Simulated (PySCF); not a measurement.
**A survey of 19F NMR shifts**

- coordinates at the GFN2-xTB level
- shieldings: GIAO PBE0/pcSseg-1
- program: PySCF 2.14.0 with density-fitted response routines
- averaged over atoms made equivalent by symmetry, fast rotation or ring inversion, no solvent, single conformer, relativity neglected

Shieldings were converted by a linear fit to measured shifts: 19F: δ = 146.13 − 0.903σ +14.6 on sp3 carbon (rms 6.0 ppm, 223 shifts, 7.0 ppm with the 5 outliers that the fit left out vs CFCl3, solution or neat liquid). A few per cent of atoms miss by over 2 rms, more outside the fitted compound classes.

(1) Give the 19F shifts of `C#C[C@@H]1CN[SiH2][C@H](F)[C@H]1F`.

(2) Match the shifts -86.6, -105.5, -160.1, -176.3 ppm to `C#C[C@@H]1C[SiH2][C@H](Cl)[C@H]1F`, `O=S1(=O)C=CC[C@@H](F)C1`, `C=C1C=C(F)[SiH2][C@H](Cl)C1`, `C=C1C=C(F)C[C@H](Cl)[SiH2]1`.

## Answers

(1) 
```json
{"compound": "[CH:1]#[C:2][C@@H:3]1[CH2:4][NH:5][SiH2:6][C@H:7]([F:8])[C@H:9]1[F:10]", "environment": "F10: fluorine on an sp3 carbon", "δ (ppm)": "-190.8"}
{"compound": "[CH:1]#[C:2][C@@H:3]1[CH2:4][NH:5][SiH2:6][C@H:7]([F:8])[C@H:9]1[F:10]", "environment": "F8: fluorine on an sp3 carbon", "δ (ppm)": "-212.2"}
```

(2) -86.6: C=C1C=C(F)C[C@H](Cl)[SiH2]1 (vinylic fluorine); -105.5: C=C1C=C(F)[SiH2][C@H](Cl)C1 (vinylic fluorine); -160.1: C#C[C@@H]1C[SiH2][C@H](Cl)[C@H]1F (fluorine on an sp3 carbon); -176.3: O=S1(=O)C=CC[C@@H](F)C1 (fluorine on an sp3 carbon).
